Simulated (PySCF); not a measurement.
O2Zr, charge +1, doublet, at a GFN2-xTB geometry (such geometries of metal compounds can be far from the true shape) (the multiplicity is a formal guess) (all electrons, no relativity); BLYP/3-21G (PySCF).

Input for PySCF:
```python
from pyscf import gto, scf, dft

mol = gto.Mole()
mol.atom = '''
    Zr   -0.158260   -0.174937   -0.226376
    O     1.465873    0.634536   -0.334642
    O    -0.674573    0.240148    1.466522
'''
mol.basis = '3-21g'
mol.charge = 1
mol.spin = 1
mol.verbose = 4
mol.build()

mf = dft.UKS(mol)
mf.xc = 'blyp'
mf.kernel()
```

Problem. Write the output that PySCF gives for this input, abridged.

Solution. 
```
PySCF version 2.14.0

[INPUT] verbose = 4
[INPUT] num. atoms = 3
[INPUT] num. electrons = 55
[INPUT] charge = 1
[INPUT] spin (= nelec alpha-beta = 2S) = 1
[INPUT] symmetry False subgroup None
[INPUT] Mole.unit = angstrom
[INPUT] Symbol           X                Y                Z      unit          X                Y                Z       unit  Magmom
[INPUT]  1 Zr    -0.158260000000  -0.174937000000  -0.226376000000 AA   -0.299068056474  -0.330583019053  -0.427788641175 Bohr   0.0
[INPUT]  2 O      1.465873000000   0.634536000000  -0.334642000000 AA    2.770098503395   1.199099256177  -0.632381729777 Bohr   0.0
[INPUT]  3 O     -0.674573000000   0.240148000000   1.466522000000 AA   -1.274758221026   0.453813949362   2.771324935649 Bohr   0.0

nuclear repulsion = 198.286757242182
number of shells = 24
number of NR pGTOs = 111
number of NR cGTOs = 54
basis = 3-21g
ecp = {}

******** <class 'pyscf.dft.uks.UKS'> ********
method = UKS
initial guess = minao
damping factor = 0
level_shift factor = 0
DIIS = <class 'pyscf.scf.diis.CDIIS'>
diis_start_cycle = 1
diis_space = 8
diis_damp = 0
SCF conv_tol = 1e-09
SCF conv_tol_grad = None
SCF max_cycles = 50
direct_scf = True
direct_scf_tol = 1e-13
number electrons alpha = 28  beta = 27
XC library pyscf.dft.libxc version 7.1.2
    S. Lehtola, C. Steigemann, M. J. T. Oliveira, and M. A. L. Marques,  SoftwareX 7, 1–5 (2018)
XC functionals = blyp
    A. D. Becke,  Phys. Rev. A 38, 3098 (1988)
    C. Lee, W. Yang, and R. G. Parr,  Phys. Rev. B 37, 785 (1988)
    B. Miehlich, A. Savin, H. Stoll, and H. Preuss,  Chem. Phys. Lett. 157, 200 (1989)
radial grids:
    Treutler-Ahlrichs [JCP 102, 346 (1995); DOI:10.1063/1.469408] (M4) radial grids

becke partition: Becke, JCP 88, 2547 (1988); DOI:10.1063/1.454033
pruning grids: <function nwchem_prune>
grids dens level: 3
symmetrized grids: False
atomic radii adjust function: <function treutler_atomic_radii_adjust>
small_rho_cutoff = 0
Set gradient conv threshold to 3.16228e-05
tot grids = 50560
init E= -3669.14178191788

cycle= 1 E= -3673.34545141075  delta_E= -4.2  |g|= 0.728  |ddm|= 1.86
cycle= 2 E= -3661.72077085248  delta_E= 11.6  |g|= 4.12  |ddm|= 3.31
cycle= 3 E= -3673.59549695539  delta_E= -11.9  |g|= 0.172  |ddm|= 3.09
cycle= 4 E= -3673.5988781045  delta_E= -0.00338  |g|= 0.109  |ddm|= 0.15
cycle= 5 E= -3673.60190712407  delta_E= -0.00303  |g|= 0.0846  |ddm|= 0.0394
cycle= 6 E= -3673.60439198555  delta_E= -0.00248  |g|= 0.0405  |ddm|= 0.0292
cycle= 7 E= -3673.60485807029  delta_E= -0.000466  |g|= 0.0255  |ddm|= 0.0248
cycle= 8 E= -3673.60513320749  delta_E= -0.000275  |g|= 0.00533  |ddm|= 0.0149
cycle= 9 E= -3673.60514598763  delta_E= -1.28e-05  |g|= 0.00156  |ddm|= 0.00291
cycle= 10 E= -3673.60514725766  delta_E= -1.27e-06  |g|= 7.9e-05  |ddm|= 0.00145
cycle= 11 E= -3673.60514726557  delta_E= -7.91e-09  |g|= 7.43e-05  |ddm|= 0.000254
cycle= 12 E= -3673.60514726831  delta_E= -2.75e-09  |g|= 5.21e-06  |ddm|= 5.75e-05
cycle= 13 E= -3673.60514726833  delta_E= -1.23e-11  |g|= 8.29e-07  |ddm|= 3.92e-06
Extra cycle  E= -3673.60514726832  delta_E= 6.82e-12  |g|= 4.71e-06  |ddm|= 3.34e-06
converged SCF energy = -3673.60514726832  <S^2> = 0.77130523  2S+1 = 2.0211929
```
